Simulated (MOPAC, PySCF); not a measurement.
C4H6O, SMILES `C(=O)C1CC1` (O–C–C–C torsion 147°), neutral singlet in the gas phase. 

Cartesian coordinates (Å):
```xyz
11

O      2.3278    -1.1645    -0.5696
C      1.4425    -0.5908     0.0214
C      0.1294    -0.2429    -0.5446
C     -0.5207     1.0410    -0.0528
C     -1.0615    -0.2645     0.4011
H      1.5773    -0.2766     1.0829
H     -0.0289    -0.5354    -1.5745
H      0.0414     1.6363     0.6567
H     -1.0714     1.6107    -0.7891
H     -0.8721    -0.5691     1.4234
H     -1.9952    -0.6197    -0.0138
```
Charge 0, multiplicity 1.

All levels are single points at this geometry (TPSSh-D3(BJ)/def2-TZVP); Pople sets use spherical d functions. Orbital energies aren't observables, and empty levels follow the basis.

HF/3-21G in PySCF gives gap (eV) = 15.42.

### Question
Estimate the gap (eV) from each of these levels: PBE-D3(BJ)/def2-TZVP in PySCF; TPSSh-D3(BJ)/def2-TZVP in PySCF; B3LYP/3-21G in PySCF; B3LYP/6-311+G** in PySCF; BP86/6-31G* in PySCF; PBE/6-31G* in PySCF; SVWN5/6-31G* in PySCF; HF/6-31G* in PySCF; HF/STO-3G in PySCF; AM1 in MOPAC; PM3 in MOPAC; PM6 in MOPAC.

### Answer

```tsv
level	gap (eV)
PBE-D3(BJ)/def2-TZVP in PySCF	4.01
TPSSh-D3(BJ)/def2-TZVP in PySCF	5.38
B3LYP/3-21G in PySCF	6.31
B3LYP/6-311+G** in PySCF	6.20
BP86/6-31G* in PySCF	4.08
PBE/6-31G* in PySCF	4.05
SVWN5/6-31G* in PySCF	3.93
HF/6-31G* in PySCF	15.46
HF/STO-3G in PySCF	16.78
AM1 in MOPAC	11.45
PM3 in MOPAC	11.33
PM6 in MOPAC	10.36
```
